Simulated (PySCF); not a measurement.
# One molecule, several mistakes: BClFH2Si

These are calculations, not measurements. The program is PySCF 2.14.0, an open-source quantum chemistry code, run on an isolated molecule that a program drew, which may never have been made. The molecule is BClFH2Si (charge 0, doublet), drawn as the SMILES string `FB[SiH]Cl`.

Each row is a Hartree-Fock (HF) and frozen-core CCSD(T) single point in the cc-pV(D+d)Z basis, meant for a local HF minimum. Run 1 is clean. Each other run has one planted mistake out of seven kinds, and not every kind appears here: one electron removed, one electron added, multiplicity raised by two, geometry at a saddle point, minimal basis STO-3G, one bond length entered in bohr, all coordinates scaled. The reference is restricted for singlets and unrestricted otherwise, and also for a bond in bohr. Adding or removing an electron swaps singlet and doublet. Electrons count all cores. HOMO and LUMO are orbital energies over both spins, the gradient is its largest component, and the lowest frequency (negative if imaginary) is given only where the gradient is small. Bond lengths are over the 5 bonds as drawn. T1 is the CCSD diagnostic: over 0.02 (restricted) or 0.045 (unrestricted) a single reference is doubtful.

Geometry of the clean run:
```xyz
6
BClFH2Si, angstrom
F    -0.4361    1.1907    0.7279
B     0.3614    1.3520   -0.3185
Si    1.9954    0.1887   -0.5562
Cl    2.6870   -0.7134    1.1783
H     0.0374    2.1461   -1.1574
H     3.1397    0.8270   -1.2367
```

```
run,electrons,basis functions,<S^2>,HOMO (eV),LUMO (eV),gradient (hartree/bohr),lowest frequency (cm^-1),mean bond (Å),longest bond (Å),T1,HF (hartree),CCSD(T) (hartree),mistake
1,47,84,0.769,-9.10,0.43,1.3e-05,98,1.6191,2.074,0.0178,-873.78470,-874.31877,no fault
2,47,84,1.595,-9.27,-0.10,1.1e-02,-,1.8549,2.505,0.0663,-873.60702,-874.12167,one bond length entered in bohr
3,48,84,0.000,-1.16,7.78,6.0e-02,-,1.6191,2.074,0.0176,-873.79404,-874.36042,?
4,47,84,3.764,-6.65,-2.51,4.4e-02,-,1.6191,2.074,0.0259,-873.60683,-874.13720,?
```

**Which mistake was planted in run 3, and what did it cost?**

It counts 48 electrons, one more than the clean run, at the same geometry and basis. So the mistake is: one electron added. Subtracting run 1 and multiplying by 627.51 kcal/mol a hartree, the energy moved by -5.9 kcal/mol in HF and -26.1 kcal/mol in CCSD(T).

**Which mistake was planted in run 4, and what did it cost?**

Electrons, basis and geometry are unchanged, and <S^2> is 3.764, beside S(S+1) = 3.75 for a multiplicity of 4. So the mistake is: multiplicity raised by two. Subtracting run 1 and multiplying by 627.51 kcal/mol a hartree, the energy moved by 111.6 kcal/mol in HF and 113.9 kcal/mol in CCSD(T).

Cautions from the logs. Run 2: T1 is over the limit, so its CCSD(T) energy is less reliable.
